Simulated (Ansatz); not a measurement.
Start from `[F][In]([F])[F]` and change one atom or group to get `[F][In]([F])[Br]`.

Ansatz, PBE0-D4/def2-TZVP geometries, multiplicity 1. 

Elements past krypton have def2 core potentials. Scalar relativity is left out up to krypton.

```json
{"property": "HOMO energy (PBE/def2-TZVPP) / eV", "`[F][In]([F])[F]`": "-9.18"}
{"property": "HOMO–LUMO gap (B3LYP/def2-TZVPP) / eV", "`[F][In]([F])[F]`": "7.05"}
{"property": "ideal-gas entropy at 298 K and 1 bar (rigid rotor, harmonic PBE0-D4/def2-TZVP) / J/(mol·K)", "`[F][In]([F])[F]`": "310"}
{"property": "LUMO energy (PBE0/def2-TZVPP) / eV", "`[F][In]([F])[F]`": "-3.42"}
{"property": "zero-point energy (PBE0-D4/def2-TZVP) / kJ/mol", "`[F][In]([F])[F]`": "13.6"}
{"property": "LUMO energy (B3LYP/def2-TZVPP) / eV", "`[F][In]([F])[F]`": "-3.83"}
```

Q: What does the change do to each property? (Best estimate.)

A: The calculation gave: 
```json
{"property": "HOMO energy (PBE/def2-TZVPP) / eV", "`[F][In]([F])[Br]`": "-7.98", "shift": "1.20"}
{"property": "HOMO–LUMO gap (B3LYP/def2-TZVPP) / eV", "`[F][In]([F])[Br]`": "5.53", "shift": "-1.52"}
{"property": "ideal-gas entropy at 298 K and 1 bar (rigid rotor, harmonic PBE0-D4/def2-TZVP) / J/(mol·K)", "`[F][In]([F])[Br]`": "340", "shift": "30"}
{"property": "LUMO energy (PBE0/def2-TZVPP) / eV", "`[F][In]([F])[Br]`": "-3.18", "shift": "0.24"}
{"property": "zero-point energy (PBE0-D4/def2-TZVP) / kJ/mol", "`[F][In]([F])[Br]`": "11.1", "shift": "-2.5"}
{"property": "LUMO energy (B3LYP/def2-TZVPP) / eV", "`[F][In]([F])[Br]`": "-3.54", "shift": "0.29"}
```

With PBE0 the HOMO rises by 1.81 eV and the LUMO rises by 0.24 eV, so the gap narrows by about 1.57 eV. PBE moves the HOMO by 1.20 eV and ωB97M-V by 2.07 eV.

B3LYP here is the variant with VWN-RPA as its local correlation; programs differ in this.

Spin–orbit coupling is left out; it splits and shifts lone-pair levels of the heavy atoms by tenths of an eV.
